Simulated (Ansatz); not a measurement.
Program: Ansatz. Geometries: PBE0-D4/def2-TZVP. ΔE: electronic, gas phase. CCSD(T)/CBS is the MP2 limit (def2-TZVPP, def2-QZVPP) plus CCSD(T) − MP2 in def2-TZVPP, frozen cores. This one scheme is used for every species. DFT in def2-TZVPP. B3LYP here is the variant with VWN-RPA as its local correlation; programs differ in this. For Ge outer-core shells are correlated without core-valence functions, which leaves a few kJ/mol of doubt a bond. Scalar relativity is left out up to krypton. One conformer a species, not always the lowest.

`O=C[CH2][GeH3]` + HCl → `Cl[CH2][GeH3]` + `C=O`  (substitution at a C–C bond)

`O=C[CH2][GeH3]`:

Cartesian coordinates in Å:
```
O 0.608 -1.754 -1.548
C 0.436 -1.420 -0.406
C 0.789 -0.091 0.150
Ge -0.815 1.070 0.182
H -0.047 -2.117 0.315
H 1.132 -0.178 1.184
H 1.545 0.397 -0.467
H -1.933 0.374 0.974
H -0.439 2.389 0.873
H -1.277 1.330 -1.257
```

HCl:

```xyz
2

Cl    0.299   -0.244   -0.510
H    -0.299    0.244    0.510
```

`Cl[CH2][GeH3]`:

Z-matrix (Å, degrees):
```
C
Ge 1 1.966
Cl 1 1.781 2 110.6
H 1 1.089 2 111.1 3 -119.4
H 1 1.089 2 111.1 3 119.4
H 2 1.534 1 109.0 3 60.1
H 2 1.540 1 108.8 3 179.9
H 2 1.534 1 109.0 3 -60.3
```

`C=O`:

```xyz
4

C    -0.004   -0.002   -0.001
O     1.086    0.393    0.288
H    -0.180   -1.037   -0.357
H    -0.902    0.645    0.070
```

| species | B3LYP-D4 energy (Eh) |
| --- | --- |
| `O=C[CH2][GeH3]` | -2232.15675 |
| HCl | -460.83661 |
| `Cl[CH2][GeH3]` | -2578.40959 |
| `C=O` | -114.55645 |

Task: Work out ΔE.

Result: ΔE = (-2578.40959) + (-114.55645) − (-2232.15675) − (-460.83661) = 0.02732 Eh = +17.1 kcal/mol. CCSD(T)/CBS gives +17.1 kcal/mol.

Largest T1 diagnostic among the species: 0.015.

In def2-TZVPP, CCSD(T) changes the Hartree–Fock value by +1.5 kcal/mol (the triples alone add +0.1 kcal/mol) and MP2 by +2.1 kcal/mol.
